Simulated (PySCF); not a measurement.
CH3BF (calculated)

All values are calculated (PySCF 2.14.0). Calculation on a computer-drawn molecule: vertical ionisation energy to the stated ion spin, frozen-core CCSD(T) at the basis limit and cheaper methods, single-reference cases, UHF for radicals, no spin-orbit; all values are single points at the evaluated structure, the first of each entry, which is the reference or a displaced copy of it and isn't optimised; the reference structure only sets the zero of the energies above reference; triples share is (T) over the correlation energy.

Common to all runs: charge 1; multiplicity 1; ion multiplicity 2; diffuse functions no; basis cc-pVnZ; reference is the Hartree-Fock double-zeta minimum; best is HF at quadruple zeta + MP2 correlation extrapolated from triple and quadruple zeta + CCSD(T) minus MP2 at triple zeta; basis step is the size of the change from the same recipe one zeta lower.

(1) CH3BF

Evaluated structure:
```xyz
6
CH3BF
C     -1.0952    -1.2047     0.2981
B     -1.4738    -2.6554     0.7830
F     -1.8318    -3.8034     1.0819
H     -0.1600    -1.3153    -0.0493
H     -1.6930    -0.8269    -0.3791
H     -1.0855    -0.6325     1.2376
```

Reference structure:
```xyz
6
CH3BF
C     -1.0858    -1.2654     0.3656
B     -1.5111    -2.6395     0.7961
F     -1.8581    -3.7602     1.1472
H     -0.0691    -1.3181    -0.0377
H     -1.7758    -0.9046    -0.4043
H     -1.1104    -0.5976     1.2331
```

It finds ionisation energy best 21.81 eV; ionisation energy basis step 0.01491 eV; energy above reference best 13.32 kcal/mol; energy above reference basis step 0.4079 kcal/mol; ionisation energy Koopmans at triple zeta 22.24 eV; ionisation energy EOM CCSD at triple zeta 21.82 eV; total energy HF triple zeta -163.5417 hartree; total energy CCSD(T) triple zeta -164.0694 hartree; total energy best -164.1478 hartree; T1 diagnostic at triple zeta 0.01451; D1 diagnostic at triple zeta 0.03796; ion T1 diagnostic at triple zeta 0.03664; ion D1 diagnostic at triple zeta 0.1738; ion spin squared at triple zeta 0.7643; triples share at triple zeta 0.03296; basis functions triple zeta 132.

Drawn bonds:
```tsv
atom	other atom	order
1	2	1
2	3	1
1	4	1
1	5	1
1	6	1
```

Triple zeta:
```tsv
method	ionisation energy (eV)	energy above reference (kcal/mol)
HF	20.73	12.47
PBE	21.42	14.93
r2SCAN	21.48	14.3
B3LYP	21.64	13.84
wB97X	21.63	13.69
MP2	21.74	13.21
CCSD	21.69	13.15
CCSD(T)	21.7	13.25
```

(2) CH3BF

Evaluated structure:
```xyz
6
CH3BF
C     -1.0617    -1.2035     0.3346
B     -1.4725    -2.6844     0.7754
F     -1.8425    -3.7537     1.1300
H     -0.0640    -1.3366    -0.0342
H     -1.7483    -0.8751    -0.3990
H     -1.1433    -0.6168     1.2433
```

Reference structure:
```xyz
6
CH3BF
C     -1.0858    -1.2654     0.3656
B     -1.5111    -2.6395     0.7961
F     -1.8581    -3.7602     1.1472
H     -0.0691    -1.3181    -0.0377
H     -1.7758    -0.9046    -0.4043
H     -1.1104    -0.5976     1.2331
```

It finds ionisation energy best 21.67 eV; ionisation energy basis step 0.02193 eV; energy above reference best 5.976 kcal/mol; energy above reference basis step 0.1371 kcal/mol; ionisation energy Koopmans at triple zeta 22.1 eV; ionisation energy EOM CCSD at triple zeta 21.67 eV; total energy HF triple zeta -163.5547 hartree; total energy CCSD(T) triple zeta -164.0808 hartree; total energy best -164.1595 hartree; T1 diagnostic at triple zeta 0.01353; D1 diagnostic at triple zeta 0.03471; ion T1 diagnostic at triple zeta 0.03832; ion D1 diagnostic at triple zeta 0.1901; ion spin squared at triple zeta 0.7637; triples share at triple zeta 0.03263; basis functions triple zeta 132.

Drawn bonds:
```tsv
atom	other atom	order
1	2	1
2	3	1
1	4	1
1	5	1
1	6	1
```

Triple zeta:
```tsv
method	ionisation energy (eV)	energy above reference (kcal/mol)
HF	20.67	4.322
PBE	21.24	7.827
r2SCAN	21.3	7.418
B3LYP	21.46	6.825
wB97X	21.43	6.728
MP2	21.58	6.474
CCSD	21.54	5.862
CCSD(T)	21.56	6.103
```

(3) CH3BF

Evaluated structure:
```xyz
6
CH3BF
C     -1.0854    -1.2638     0.3647
B     -1.5076    -2.6393     0.7959
F     -1.8562    -3.7600     1.1481
H     -0.0699    -1.3163    -0.0367
H     -1.7765    -0.9048    -0.4044
H     -1.1090    -0.5989     1.2330
```

Reference structure:
```xyz
6
CH3BF
C     -1.0858    -1.2654     0.3656
B     -1.5111    -2.6395     0.7961
F     -1.8581    -3.7602     1.1472
H     -0.0691    -1.3181    -0.0377
H     -1.7758    -0.9046    -0.4043
H     -1.1104    -0.5976     1.2331
```

The calculation gives: ionisation energy best 22 eV; ionisation energy basis step 0.01069 eV; energy above reference best 0.008059 kcal/mol; energy above reference basis step 0.01125 kcal/mol; ionisation energy Koopmans at triple zeta 22.51 eV; ionisation energy EOM CCSD at triple zeta 21.97 eV; total energy HF triple zeta -163.5616 hartree; total energy CCSD(T) triple zeta -164.0905 hartree; total energy best -164.1690 hartree; T1 diagnostic at triple zeta 0.01402; D1 diagnostic at triple zeta 0.03611; ion T1 diagnostic at triple zeta 0.04361; ion D1 diagnostic at triple zeta 0.2212; ion spin squared at triple zeta 0.7586; triples share at triple zeta 0.03319; basis functions triple zeta 132.

Drawn bonds:
```tsv
atom	other atom	order
1	2	1
2	3	1
1	4	1
1	5	1
1	6	1
```

Triple zeta:
```tsv
method	ionisation energy (eV)	energy above reference (kcal/mol)
HF	20.9	0.00278
PBE	21.52	0.0264
r2SCAN	21.63	0.01821
B3LYP	21.78	0.01663
wB97X	21.8	0.007584
MP2	21.94	-0.002598
CCSD	21.88	0.003676
CCSD(T)	21.9	0.003204
```

(4) CH3BF

Evaluated structure:
```xyz
6
CH3BF
C     -1.0773    -1.2648     0.3544
B     -1.5924    -2.8944     0.8742
F     -1.9444    -4.0283     1.2368
H     -0.0698    -1.3207    -0.0391
H     -1.7640    -0.8952    -0.4074
H     -1.1150    -0.6076     1.2355
```

Reference structure:
```xyz
6
CH3BF
C     -1.0858    -1.2654     0.3656
B     -1.5111    -2.6395     0.7961
F     -1.8581    -3.7602     1.1472
H     -0.0691    -1.3181    -0.0377
H     -1.7758    -0.9046    -0.4043
H     -1.1104    -0.5976     1.2331
```

The calculation gives: ionisation energy best 21.32 eV; ionisation energy basis step 0.008056 eV; energy above reference best 17.94 kcal/mol; energy above reference basis step 0.7661 kcal/mol; ionisation energy Koopmans at triple zeta 21.75 eV; ionisation energy EOM CCSD at triple zeta 21.34 eV; total energy HF triple zeta -163.5350 hartree; total energy CCSD(T) triple zeta -164.0633 hartree; total energy best -164.1404 hartree; T1 diagnostic at triple zeta 0.01524; D1 diagnostic at triple zeta 0.03836; ion T1 diagnostic at triple zeta 0.04029; ion D1 diagnostic at triple zeta 0.1981; ion spin squared at triple zeta 0.7594; triples share at triple zeta 0.03384; basis functions triple zeta 132.

Drawn bonds:
```tsv
atom	other atom	order
1	2	1
2	3	1
1	4	1
1	5	1
1	6	1
```

Triple zeta:
```tsv
method	ionisation energy (eV)	energy above reference (kcal/mol)
HF	20.28	16.69
PBE	20.95	18.51
r2SCAN	21.02	19.96
B3LYP	21.1	18.41
wB97X	21.1	18.71
MP2	21.23	18.62
CCSD	21.21	17.28
CCSD(T)	21.23	17.07
```

(5) CH3BF

Evaluated structure:
```xyz
6
CH3BF
C     -1.0939    -1.2550     0.3707
B     -1.5017    -2.6499     0.8029
F     -1.8588    -3.7531     1.1453
H     -0.0659    -1.3210    -0.0505
H     -1.7715    -0.9069    -0.4101
H     -1.1163    -0.5936     1.2364
```

Reference structure:
```xyz
6
CH3BF
C     -1.0858    -1.2654     0.3656
B     -1.5111    -2.6395     0.7961
F     -1.8581    -3.7602     1.1472
H     -0.0691    -1.3181    -0.0377
H     -1.7758    -0.9046    -0.4043
H     -1.1104    -0.5976     1.2331
```

Results for CH3BF: ionisation energy best 21.8 eV; ionisation energy basis step 0.01062 eV; energy above reference best 0.5867 kcal/mol; energy above reference basis step 0.1242 kcal/mol; ionisation energy Koopmans at triple zeta 22.28 eV; ionisation energy EOM CCSD at triple zeta 21.78 eV; total energy HF triple zeta -163.5613 hartree; total energy CCSD(T) triple zeta -164.0894 hartree; total energy best -164.1681 hartree; T1 diagnostic at triple zeta 0.01376; D1 diagnostic at triple zeta 0.03541; ion T1 diagnostic at triple zeta 0.03901; ion D1 diagnostic at triple zeta 0.1944; ion spin squared at triple zeta 0.7588; triples share at triple zeta 0.03302; basis functions triple zeta 132.

Drawn bonds:
```tsv
atom	other atom	order
1	2	1
2	3	1
1	4	1
1	5	1
1	6	1
```

Triple zeta:
```tsv
method	ionisation energy (eV)	energy above reference (kcal/mol)
HF	20.68	0.1937
PBE	21.4	0.9178
r2SCAN	21.49	0.8441
B3LYP	21.62	0.7449
wB97X	21.64	0.7495
MP2	21.73	0.7617
CCSD	21.68	0.5863
CCSD(T)	21.7	0.6574
```

(6) CH3BF

Evaluated structure:
```xyz
6
CH3BF
C     -1.0939    -1.2550     0.3707
B     -1.5017    -2.6499     0.8029
F     -1.8588    -3.7531     1.1453
H     -0.0151    -1.3243    -0.0713
H     -1.7715    -0.9069    -0.4101
H     -1.1163    -0.5936     1.2364
```

Reference structure:
```xyz
6
CH3BF
C     -1.0858    -1.2654     0.3656
B     -1.5111    -2.6395     0.7961
F     -1.8581    -3.7602     1.1472
H     -0.0691    -1.3181    -0.0377
H     -1.7758    -0.9046    -0.4043
H     -1.1104    -0.5976     1.2331
```

Drawn bonds:
```tsv
atom	other atom	order
1	2	1
2	3	1
1	4	1
1	5	1
1	6	1
```

(7) CH3BF

Evaluated structure:
```xyz
6
CH3BF
C     -1.0939    -1.2550     0.3707
B     -1.5017    -2.6499     0.8029
F     -1.8588    -3.7531     1.1453
H      0.1188    -1.3329    -0.1262
H     -1.7715    -0.9069    -0.4101
H     -1.1163    -0.5936     1.2364
```

Reference structure:
```xyz
6
CH3BF
C     -1.0858    -1.2654     0.3656
B     -1.5111    -2.6395     0.7961
F     -1.8581    -3.7602     1.1472
H     -0.0691    -1.3181    -0.0377
H     -1.7758    -0.9046    -0.4043
H     -1.1104    -0.5976     1.2331
```

Drawn bonds:
```tsv
atom	other atom	order
1	2	1
2	3	1
1	4	1
1	5	1
1	6	1
```

(8) CH3BF

Evaluated structure:
```xyz
6
CH3BF
C     -1.0939    -1.2550     0.3707
B     -1.5017    -2.6499     0.8029
F     -1.8588    -3.7531     1.1453
H      0.3415    -1.3472    -0.2174
H     -1.7715    -0.9069    -0.4101
H     -1.1163    -0.5936     1.2364
```

Reference structure:
```xyz
6
CH3BF
C     -1.0858    -1.2654     0.3656
B     -1.5111    -2.6395     0.7961
F     -1.8581    -3.7602     1.1472
H     -0.0691    -1.3181    -0.0377
H     -1.7758    -0.9046    -0.4043
H     -1.1104    -0.5976     1.2331
```

Drawn bonds:
```tsv
atom	other atom	order
1	2	1
2	3	1
1	4	1
1	5	1
1	6	1
```

Question: Give the missing energy above reference basis step for CH3BF (entry 6).
Answer: 0.1452 kcal/mol

Question: Estimate the total energy HF triple zeta of CH3BF (entry 6).
Answer: -163.5581 hartree

Question: Give the missing ion D1 diagnostic at triple zeta for CH3BF (entry 6).
Answer: 0.105

Question: What ionisation energy EOM CCSD at triple zeta does the calculation give for CH3BF (entry 6)?
Answer: 21.5 eV

Question: Give the table of triple zeta values for CH3BF (entry 6).
Answer: 
Triple zeta:
```tsv
method	ionisation energy (eV)	energy above reference (kcal/mol)
HF	20.34	2.195
PBE	21.18	2.113
r2SCAN	21.24	2.363
B3LYP	21.36	2.272
wB97X	21.37	2.401
MP2	21.43	2.478
CCSD	21.39	2.237
CCSD(T)	21.42	2.229
```

Question: Give the missing total energy CCSD(T) triple zeta for CH3BF (entry 7).
Answer: -164.0706 hartree

Question: Estimate the ionisation energy basis step of CH3BF (entry 7).
Answer: 0.009295 eV

Question: CH3BF (entry 8): ion T1 diagnostic at triple zeta?
Answer: 0.01819

Question: Estimate the ionisation energy EOM CCSD at triple zeta of CH3BF (entry 8).
Answer: 19.68 eV

Question: Give the table of triple zeta values for CH3BF (entry 8).
Answer: 
Triple zeta:
```tsv
method	ionisation energy (eV)	energy above reference (kcal/mol)
HF	18.21	41.89
PBE	19.47	34.76
r2SCAN	19.43	37.17
B3LYP	19.54	36.84
wB97X	19.45	39.19
MP2	19.52	39.22
CCSD	19.54	37.94
CCSD(T)	19.61	37.19
```

Further results for CH3BF (entry 6):

```
ionisation energy best                    : 21.52 eV
ionisation energy basis step              : 0.0106 eV
energy above reference best               : 2.207 kcal/mol
ionisation energy Koopmans at triple zeta : 21.92 eV
total energy CCSD(T) triple zeta          : -164.0869 hartree
total energy best                         : -164.1655 hartree
T1 diagnostic at triple zeta              : 0.01379
D1 diagnostic at triple zeta              : 0.03543
ion T1 diagnostic at triple zeta          : 0.02487
ion spin squared at triple zeta           : 0.7581
triples share at triple zeta              : 0.03321
basis functions triple zeta               : 132
```

Further results for CH3BF (entry 7):

```
ionisation energy best                    : 20.78 eV
energy above reference best               : 12.55 kcal/mol
energy above reference basis step         : 0.193 kcal/mol
ionisation energy Koopmans at triple zeta : 20.95 eV
ionisation energy EOM CCSD at triple zeta : 20.76 eV
total energy HF triple zeta               : -163.5395 hartree
total energy best                         : -164.1490 hartree
T1 diagnostic at triple zeta              : 0.01391
D1 diagnostic at triple zeta              : 0.03547
ion T1 diagnostic at triple zeta          : 0.01923
ion D1 diagnostic at triple zeta          : 0.0632
ion spin squared at triple zeta           : 0.7566
triples share at triple zeta              : 0.03378
basis functions triple zeta               : 132
```

Triple zeta:
```tsv
method	ionisation energy (eV)	energy above reference (kcal/mol)
HF	19.47	13.88
PBE	20.52	11.4
r2SCAN	20.53	12.49
B3LYP	20.65	12.35
wB97X	20.61	13.06
MP2	20.65	13.25
CCSD	20.64	12.74
CCSD(T)	20.68	12.5
```

Further results for CH3BF (entry 8):

```
ionisation energy best                    : 19.72 eV
ionisation energy basis step              : 0.004108 eV
energy above reference best               : 37.26 kcal/mol
energy above reference basis step         : 0.2134 kcal/mol
ionisation energy Koopmans at triple zeta : 19.51 eV
total energy HF triple zeta               : -163.4949 hartree
total energy CCSD(T) triple zeta          : -164.0312 hartree
total energy best                         : -164.1096 hartree
T1 diagnostic at triple zeta              : 0.01432
D1 diagnostic at triple zeta              : 0.03555
ion D1 diagnostic at triple zeta          : 0.05242
ion spin squared at triple zeta           : 0.7546
triples share at triple zeta              : 0.03496
basis functions triple zeta               : 132
```
